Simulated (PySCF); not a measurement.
# Broadened absorption spectrum of C3H8Si

Species: C3H8Si.
SMILES: `C=CC[SiH3]`

Theory: TDDFT B3LYP/def2-SVPD, vertical, gas phase, core orbitals frozen in the response in PySCF. One conformer (not necessarily the lowest) at the PBE0-D3(BJ)/def2-SVP geometry, without solvent, vibrations or thermal averaging. Torsions of this conformer, `[CH2:1]=[CH:2][CH2:3][SiH3:4]`: C1–C2–C3–Si4 106°.

Broadening: Gaussians 0.4 eV wide at half height, area fixed by f = 4.319×10⁻⁹ ∫ε dν̃. The width is an assumption, not a result. The curve ends short of the highest state used, and states not computed would add to its high-energy end.

```tsv
E (eV)	ε (L mol⁻¹ cm⁻¹)
5.78	1
5.83	2
5.88	5
5.93	13
5.98	32
6.03	74
6.08	166
6.13	361
6.17	652
6.22	1308
6.27	2479
6.32	4400
6.37	7267
6.42	11114
6.47	15687
6.52	20390
6.57	24375
6.62	26781
6.66	27176
6.71	25677
6.76	22373
6.81	18081
6.86	13717
6.91	10013
6.96	7349
7.01	5757
7.06	5031
7.11	4861
7.16	4942
7.20	5020
7.25	4992
7.30	4748
7.35	4291
7.40	3696
7.45	3075
7.50	2539
```

(1) Where are the band maxima, and which computed states make them?

(2) Coming from long wavelengths, where does ε first pass 100 L mol⁻¹ cm⁻¹?

(3) Does any computed singlet lie in the visible range?

(4) On this curve, what absorbance would a 10⁻⁴ mol/L sample give at 193 nm over a 1 cm path?

Answers

(1) 186 nm (6.65 eV), ε about 27000, made up of S2 (99%); 172 nm (7.22 eV), ε about 5000, made up of S3 (23%), S4 (62%) and S5 (10%) (hardly more than a shoulder) (ε in L mol⁻¹ cm⁻¹; maxima over ε = 5, shares over 10%). The states used: S1 6.38 eV (f 0.0050); S2 6.65 eV (f 0.401); S3 7.06 eV (f 0.027); S4 7.27 eV (f 0.048); S5 7.33 eV (f 0.0096); S6 7.45 eV (f 0.0039); S7 7.74 eV (f 0.022); S8 7.95 eV (f 0.0048); S9 8.08 eV (f 0.0020); S10 8.10 eV (f 0.0048).

(2) At about 205 nm (6.05 eV), 0.33 eV below S1.

(3) No computed singlet lies in the visible range (380 to 750 nm); the lowest, at 194 nm, stands 3.12 eV above its violet end (3.26 eV).

(4) 193 nm is 6.424 eV, where ε is about 11000 L mol⁻¹ cm⁻¹, so A = ε c l ≈ 1.1 (Beer–Lambert, with the gas-phase spectrum and the assumed width).

All these states lie below the vertical ionisation energy of 9.28 eV (ΔSCF).

Hardware: an Arm Neoverse V2 with one thread, no GPU, shared host. Cost: 22 s.
